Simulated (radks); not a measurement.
Problem. All-electron atom: Co XIII in [Ne] 3s2 3p2 4p1 (not the ground configuration). Calculated with a radial shooting solver on a logarithmic mesh with Libxc functionals: scalar-relativistic Kohn-Sham, PBE, spin-unpolarised, spherical densities, point nucleus. Some entries of the table are withheld. Estimate them.

orbital,occ.,eigenvalue (eV),<1/r> (bohr^-1),<r^2> (bohr^2)
1s,2,-7972.688,27.03,(1)
2s,2,(2),5.859,(3)
2p,6,-1141.353,5.745,0.06075
3s,2,-407.3601,2.154,0.5088
3p,2,-368.7398,2.073,0.5105
4p,1,-177.5569,(4),2.140

Solution. 
(1) 1s <r^2> (bohr^2): 0.004246
(2) 2s eigenvalue (eV): -1268.209
(3) 2s <r^2> (bohr^2): 0.07565
(4) 4p <1/r> (bohr^-1): 1.022
